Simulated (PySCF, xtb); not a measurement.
AuCl4, SMILES [Cl][Au-]([Cl])([Cl])[Cl], charge -1, multiplicity 1.

Harmonic wavenumbers (cm⁻¹) from GFN2-xTB in xtb 6.7.1 at its own minimum, in rising order: 63, 105, 123, 124, 126, 233, 263, 296, 296.

What does PBE-D3(BJ)/def2-SVPD (PySCF 2.14.0) give at its own minimum? (Estimate from the structure and the level; the computed values follow.)

73, 124, 133, 138, 138, 280, 300, 318, 318. Paired by order, the mean absolute difference is 21 cm⁻¹ and the zero-point energies are 2.3 and 2.6 kcal/mol.
